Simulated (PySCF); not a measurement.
## Radial density of C²⁺ (carbon, charge +2)

r2SCAN, [He] 2s2, closed-shell 1S. Computed with PySCF 2.14 in cc-pVTZ-DK, with scalar relativity by spin-free X2C-1e.

```json
{"r (bohr)": "0.00499", "4πr²ρ (e/bohr)": "0.03927"}
{"r (bohr)": "0.00839", "4πr²ρ (e/bohr)": "0.1065"}
{"r (bohr)": "0.0141", "4πr²ρ (e/bohr)": "0.2778"}
{"r (bohr)": "0.0238", "4πr²ρ (e/bohr)": "0.6971"}
{"r (bohr)": "0.0399", "4πr²ρ (e/bohr)": "1.619"}
{"r (bohr)": "0.0672", "4πr²ρ (e/bohr)": "3.310"}
{"r (bohr)": "0.113", "4πr²ρ (e/bohr)": "5.440"}
{"r (bohr)": "0.190", "4πr²ρ (e/bohr)": "6.237"}
{"r (bohr)": "0.320", "4πr²ρ (e/bohr)": "3.938"}
{"r (bohr)": "0.538", "4πr²ρ (e/bohr)": "1.270"}
{"r (bohr)": "0.905", "4πr²ρ (e/bohr)": "1.464"}
{"r (bohr)": "1.52", "4πr²ρ (e/bohr)": "1.220"}
{"r (bohr)": "2.56", "4πr²ρ (e/bohr)": "0.1738"}
{"r (bohr)": "4.31", "4πr²ρ (e/bohr)": "0.002122"}
```

Densities and radii are taken from the X2C orbitals without a picture-change correction, which distorts them close to the nucleus.
